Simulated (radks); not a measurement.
Coulomb parameter of the 4d shell of the rhodium ion Rh3+ in the model configuration [Kr] 4d4.5 5p1.5, as a second difference U = [E(n + 1) + E(n - 1) - 2 E(n)] / (1)^2 with all orbitals relaxed. "Bare": the charge of the atom changes with n. "Screened": the 5p shell takes up the change at fixed total charge, which measures U(4d,4d) + U(5p,5p) - 2 U(4d,5p). Calculated with a radial shooting solver on a logarithmic mesh with Libxc functionals: scalar-relativistic Kohn-Sham, PBEsol, spin-unpolarised, spherical densities, finite nucleus; Fermi nuclear charge, rms radius 4.4945 fm.

| case | configuration | E - E(n) (eV) |
|---|---|---|
| start | [Kr] 4d4.5 5p1.5 | 0.000 |
| bare +1 | [Kr] 4d5.5 5p1.5 | -39.958 |
| bare -1 | [Kr] 4d3.5 5p1.5 | 54.784 |
| screened +1 | [Kr] 4d5.5 5p0.5 | -19.863 |
| screened -1 | [Kr] 4d3.5 5p2.5 | 22.897 |

U(bare) = 14.826 eV, U(screened by 5p) = 3.033 eV, against the Slater integral F0(4d,4d) = 18.845 eV with frozen orbitals.
